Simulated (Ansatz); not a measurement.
Program: Ansatz. Geometries: PBE0-D4/def2-TZVP. ΔE: electronic, gas phase. CCSD(T)/CBS adds triple-zeta CCSD(T) − MP2 to the extrapolated MP2 energy (def2 sets, frozen cores). Functionals use def2-TZVPP. B3LYP here is the variant with VWN-RPA as its local correlation; programs differ in this. Elements past krypton have def2 core potentials. For Sn outer-core shells are correlated without core-valence functions, which leaves a few kJ/mol of doubt a bond. Each species was taken in one conformer, which may not be the lowest.

`[AlH2][O][SnH2][SiH3]` → `[OH][Al]([SiH3])[SnH3]`  (isomerisation)

CCSD(T)/CBS gives +6.3 kJ/mol.

Task: Another level gave +6.2 kJ/mol. Which?
A. B3LYP/def2-TZVPP
B. PBE/def2-TZVPP
C. ωB97X-V/def2-TZVPP
D. SCS-MP2/def2-TZVPP

Result: C. ωB97X-V 6.2, B3LYP 0.0, SCS-MP2/def2-TZVPP 15.0, PBE -18.8 kJ/mol.

Largest T1 diagnostic among the species: 0.014.

The D4 term adds +5.1 kJ/mol with B3LYP and +2.7 kJ/mol with PBE0; it sums over pairs of atoms, weighted by their polarisabilities, and B3LYP, whose exchange is more repulsive, gets the larger term. In def2-TZVPP, CCSD(T) changes the Hartree–Fock value by −15.1 kJ/mol (the triples alone add +0.0 kJ/mol) and MP2 by −6.7 kJ/mol.
